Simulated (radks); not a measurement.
The numbers below are computed, except where a source is named.
The holmium ion Ho3+, 64 electrons, occupied as [Xe] 4f10 (the NIST ground configuration). Level of theory: Dirac Kohn-Sham, PBE, spin-unpolarised, spherical densities, finite nucleus; open shells fill j = l - 1/2 first; Fermi nuclear charge, rms radius 5.2022 fm (a radial shooting solver on a logarithmic mesh with Libxc functionals). Some entries of the table are withheld. Estimate them.

orbital  occ.  eigenvalue (eV)  <1/r> (bohr^-1)  r(max) (bohr)
1s1/2       2        -55455.74            76.04        0.01311
2s1/2       2        -9298.214            18.25        0.07479
2p1/2       2              (1)            18.23        0.05625
2p3/2       4              (2)            15.88        0.06237
3s1/2       2        -2102.563            6.674         0.2115
3p1/2       2        -1907.215            6.590         0.1990
3p3/2       4        -1728.262            5.993         0.2118
3d3/2       4        -1393.035            5.876         0.1675
3d5/2       6        -1353.942            5.729         0.1711
4s1/2       2        -441.7758            2.793         0.4841
4p1/2       2        -364.1433              (3)         0.4867
4p3/2       4        -323.9085              (4)         0.5139
4d3/2       4        -195.9935            2.260         0.5177
4d5/2       6        -188.6723            2.210         0.5265
5s1/2       2         -79.9569            1.066          1.126
5p1/2       2         -58.3491           0.9468          1.222
5p3/2       4         -52.8458           0.8775          1.301
4f5/2       6         -35.5089            1.675            (5)
4f7/2       4         -34.4623            1.652            (6)
5d3/2       0         -25.1968           0.6137            (7)
5d5/2       0         -24.6935           0.6007            (8)
6s1/2       0         -23.3679           0.4275          2.768
6p1/2       0         -18.2547           0.3725          3.171
6p3/2       0         -17.3086           0.3557          3.330

Answer. 
(1) 2p1/2 eigenvalue (eV): -8852.170
(2) 2p3/2 eigenvalue (eV): -7995.301
(3) 4p1/2 <1/r> (bohr^-1): 2.685
(4) 4p3/2 <1/r> (bohr^-1): 2.480
(5) 4f5/2 r(max) (bohr): 0.5173
(6) 4f7/2 r(max) (bohr): 0.5223
(7) 5d3/2 r(max) (bohr): 1.709
(8) 5d5/2 r(max) (bohr): 1.744
